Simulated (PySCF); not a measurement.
Ligands exchanged one at a time, Ga CH3-SH. Gas-phase values, no solvent. One relaxed conformer stands for each flexible species; it need not be the lowest. Strings in code marks are SMILES.

The S1 excitation (TDA) from two functionals at the same geometries (B3LYP-D3(BJ)/def2-TZVP), both in PySCF: PBE-D3(BJ)/def2-TZVP and B3LYP-D3(BJ)/def2-TZVP. B3LYP has the VWN-RPA correlation part, as in Gaussian. Excitations are Tamm–Dancoff values on a coarser integration grid. The basis has no diffuse functions, so Rydberg states are missing or too high.

| species | PBE-D3(BJ)/def2-TZVP (eV) | B3LYP-D3(BJ)/def2-TZVP (eV) |
|---|---|---|
| 0 of 3 CH3 replaced by SH (`[CH3][Ga]([CH3])[CH3]`) | 4.94 | 5.18 |
| 1 of 3 CH3 replaced by SH (`[CH3][Ga]([CH3])[SH]` (C–Ga–S–H torsion 179°)) | 5.22 | 5.52 |
| 3 of 3 CH3 replaced by SH (`[SH][Ga]([SH])[SH]`) | 4.55 | 4.96 |

Over these rows, drawn at random from the members with no instability flagged (it was tested for open shells, ions and some series alone), PBE minus B3LYP-D3(BJ): mean -0.32 eV, from -0.42 eV to -0.24 eV.
